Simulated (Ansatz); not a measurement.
## A basis-limit estimate, worked out

An elementary step of BNH₄SF₂, singlet (BNH₂F₂ ([NH2][B]([F])[F]) + H₂S → BHSF₂ ([F][B]([F])[SH]) + NH₃ (still joined by a long B–N bond); bonds formed: B1–S6, N2–H5; bonds broken: H5–S6; bonds weakened to dative contacts: B1–N2). “Start” is the structure reached by relaxing down from the saddle towards the reactants; PBE0-D4/def2-TZVP structures. The saddle:

B1  (-0.609, -0.346, -0.401)
N2  (0.506, 0.669, -0.629)
F3  (-0.310, -1.616, -0.714)
F4  (-1.847, 0.101, -0.649)
H5  (0.486, 0.631, 0.769)
S6  (-0.347, -0.151, 1.847)
H7  (0.218, 1.540, -1.057)
H8  (1.338, 0.308, -1.078)
H9  (0.565, -1.135, 1.912)
(Å)

Computed with Ansatz 0.2.0 (basis: def2-TZVPP and def2-QZVPP); correlated methods freeze the cores.

Energies in eV:

| quantity | saddle | start |
| --- | --- | --- |
| Hartree–Fock, triple zeta (X = 3) | -18452.64110 | -18454.62184 |
| Hartree–Fock, quadruple zeta (X = 4) | -18453.28376 | -18455.27840 |
| MP2 correlation, X = 3 | -27.92597 | -27.13272 |
| MP2 correlation, X = 4 | -30.31567 | -29.50592 |
| CCSD(T) correlation, X = 3 | -29.68351 | -28.98526 |

Work out the barrier at the basis limit: extrapolate Hartree–Fock as E(X) = E∞ + A exp(−7.88 √X) and the MP2 correlation as E(X) = E∞ + B X^−2.97 (the exponents that Neese and Valeev fitted for def2-TZVPP and QZVPP), then add CCSD(T) − MP2 in triple zeta.

Each step is linear, so take the differences first (saddle − start): Hartree–Fock 1.98074 (X = 3) and 1.99464 (X = 4); MP2 correlation -0.79325 and -0.80975; CCSD(T) correlation -0.69825.
Two points give E∞ = E(4) + w [E(4) − E(3)], with w = 1/(exp(7.88 (2 − √3)) − 1) = 0.1377 for Hartree–Fock and w = 1/((4/3)^2.97 − 1) = 0.7407 for the correlation.
Hartree–Fock: 1.99464 + 0.1377 × 0.01390 = 1.9966 eV.
MP2 correlation: -0.80975 + 0.7407 × (-0.01650) = -0.8220 eV.
CCSD(T) − MP2: -0.69825 − (-0.79325) = 0.0950 eV.
Sum: 1.9966 + (-0.8220) + 0.0950 = 1.2696 eV, or 29.28 kcal/mol. Plain CCSD(T) in triple zeta gives 1.2825 eV, so the larger basis shifts the result by -0.0129 eV.

No T1 diagnostic of these runs exceeds 0.012.

Labels in which every atom is bracketed show which atoms are joined, not bond orders.

For scale, one of the runs: CCSD(T)/def2-TZVPP, 222 basis functions, launched by `ansatz run in.yaml --threads 4 --pin off --events-out ev --progress --plain --max-ram 9574MiB`. Time: 76 s of wall clock on 4 CPU threads of an Arm Neoverse V2; the host was shared. Peak host memory: 3.7 GiB.
